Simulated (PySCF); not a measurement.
Static response to an electric field

Species: C₄H₉FOSi₂.
Structure used (GFN2-xTB), in Å, numbered top down from 1:
```xyz
17
C4H9FOSi2 angstrom
C     -1.8404   -1.3645   -0.8483
C     -1.2618   -0.5797    0.3084
O     -0.2675   -1.3163    1.0614
C      0.6510   -0.3314    0.7366
Si     2.4345   -0.3544    1.3189
C     -0.1892    0.4411    0.0050
Si    -0.1378    2.0169   -0.9579
F      1.3384    2.6399   -0.7787
H     -2.3869   -2.2279   -0.4761
H     -2.5139   -0.7277   -1.4160
H     -1.0404   -1.7087   -1.4996
H     -2.0471   -0.2275    0.9840
H      3.0772    0.8353    0.7710
H      3.0600   -1.5826    0.8213
H      2.4397   -0.3520    2.7841
H     -1.0401    3.0334   -0.4281
H     -0.2826    1.8182   -2.3960
```

Level: wB97X-D/def2-SVPD (PySCF), static field, nuclei fixed, core orbitals frozen in the response. The polarisability tensor in these axes (au):

```
x   108.99  -1.98  14.13
y    -1.98 101.07 -10.82
z    14.13 -10.82  93.31
```

Q: Diagonalise the tensor; give its mean and Δα, where Δα² is half the sum of the squared differences of the eigenvalues.

A: Principal values 81.23, 101.83 and 120.31 au; mean 101.12 au = 14.98 Å³ = 16.67 × 10⁻⁴⁰ C²·m²/J; Δα = 33.86 au (33 % of the mean).

Q: What is the dipole moment, and where does it point?

A: (-1.72, -0.47, -0.55) D, 1.86 D in size, pointing from the negative to the positive side. Measured along this direction, the outermost atoms are H13 at the negative end and H10 and H9 at the positive end.

Q: Give the eigenvalues of the traceless quadrupole moment Θ = ½Σq(3rr − r²1), origin at the centre of nuclear charge.

A: -10.87, 0.36, 10.51 D·Å. The values depend on the origin, since the dipole doesn't vanish. The electronic extent ⟨r²⟩ about the same centre is 1620 bohr², a root-mean-square distance of 2.41 Å for the 78 electrons.

Q: Directions of the eigenvectors, and the extent of the frame along each?

A: Largest value along (0.75, -0.38, 0.54), where the nuclei span 5.84 Å; middle along (0.54, 0.83, -0.16), 6.08 Å; least along (-0.39, 0.41, 0.82), 3.05 Å. The strongest response doesn't lie along the longest of the three spans.

Q: Find the Langevin capture rate constant for NO+ (29.998 u) meeting this molecule (148.018 u), k = 2.342 × 10⁻⁹ cm³/s × √(α in Å³ / reduced mass in u).

A: The reduced mass is 24.94 u, so k = 1.82 × 10⁻⁹ cm³/s. The formula leaves out the permanent dipole, which adds to the capture rate.

Q: In a dilute gas of rigid molecules at 273 K, how does the orientational term μ²/3kT compare with the electronic polarisability?

A: In Gaussian units μ²/3kT = 30.73 Å³ against 14.98 Å³, a ratio of 2.05; the Debye molar polarisation (4π/3)N_A(α + μ²/3kT) is 115.3 cm³/mol, leaving out the vibrational part.

Q: Form Σ f/ω² (atomic units) for the 8 lowest TDDFT singlets, given as eV and f, and set it beside the mean polarisability, which is this sum over all singlets: 5.60, 0.2429; 5.94, 0.0228; 6.68, 0.0018; 6.79, 0.0123; 6.87, 0.0034; 7.01, 0.0001; 7.65, 0.0034; 7.85, 0.0288.

A: They add up to 6.88 au, 6.8 % of the 101.12 au; the largest single term is 5.73 au, from the state at 5.60 eV. Terms in order: 5.73, 0.48, 0.03, 0.20, 0.05, 0.00, 0.04, 0.35 au. Higher excitations give the rest. The strengths listed sum to 0.315.

Isolated species at its GFN2-xTB geometry (one conformer only).
